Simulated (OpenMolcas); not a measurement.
Ce3+ in a ligand field

Ce3+ with 8 ligands (fluoride) in cubic eightfold coordination (Oh) at 2.57 Å. A charge of +0.625 e stands 2.6 Å behind each ligand. Ligand basis ANO-RCC-VDZP.

```
Program             : OpenMolcas 26.06
Method              : SS-CASPT2, IPEA 0.25 Eh, imaginary shift 0.1 Eh (closed shells correlated: 5s 5p and the ligand valence shells)
Basis               : ANO-RCC-VDZP [7s6p4d2f1g]
Scalar Hamiltonian  : DKH2, point nucleus
Active space        : 1 electron in 7 orbitals (4f)
State averaging     : 2S+1 = 2 odd, 7 roots
Spin-orbit coupling : state interaction with AMFI integrals over the reference wave functions
```

The lowest spin-free states (labels of O, the rotations of Oh), above the lowest:

| State | Degeneracy | E (cm-1) | Free-ion L (%) |
| --- | --- | --- | --- |
| 2T2 | 3 | 0 | F (100) |
| 2T1 | 3 | 4 | F (100) |
| 2A2 | 1 | 1400 | F (100) |

The lowest levels with spin-orbit coupling:

| E (cm-1) | Degeneracy | Label | 2S+1 | J | |mJ| (%) | g |
| --- | --- | --- | --- | --- | --- | --- |
| 0 | 4 | Γ8 | 2 | 2.50 | 1/2 (50) |  |
| 420 | 2 | Γ7 | 2 | 2.57 | 3/2 (80) | 1.44 1.44 1.44 |
| 2390 | 2 | Γ6 | 2 | 3.50 | 1/2 (58) | 2.66 2.66 2.66 |
| 2390 | 4 | Γ8 | 2 | 3.50 | 3/2 (38) |  |
| 3360 | 2 | Γ7 | 2 | 3.44 | 5/2 (72) | 3.44 3.44 3.44 |

Powder χT (cm3 K/mol): 0.494 at 2 K, 0.502 at 10 K, 0.539 at 50 K, 0.586 at 100 K, 0.66 at 200 K, 0.707 at 300 K. The effective moment at 300 K is 2.828 √(χT) = 2.38 μB.

Hund's rules give f1 the level 2F5/2 with g = 0.857, so an isolated free-ion multiplet has χT = g² J(J+1) / 8 = 0.804 cm3 K/mol. The computed 0.707 at 300 K differs by -12 %, through the field's splitting, the mixing of terms and any other multiplet in reach.

Stevens parameters of the J = 5/2 multiplet, which is 417 cm-1 wide (cm-1, z along the main axis): B40 = -1.148e+00, B44 = -5.846e+00.

Roots that are degenerate in the reference are averaged as groups; the widest CASPT2 spread within a group is 16 cm-1 (the 3-fold group of multiplicity 2 near 0 cm-1 above the lowest state of its run). Shifts and gaps below about the spread of the groups concerned are not significant. Over all roots computed the reference weight is 0.66; a low but even weight reflects the number of correlated electrons. Splittings of an f shell from a small cluster at a set distance can be off by tens of per cent, mostly too small. The distance lies 5 % over the 2.45 Å that this model takes as the normal distance (a Shannon-type radius plus a fixed donor radius); by an R⁻⁵ law this alone changes a d-shell field by about -21 %. No measured value stands beside these numbers; the geometry is a model, was not optimised and need not be the one that this ion takes.
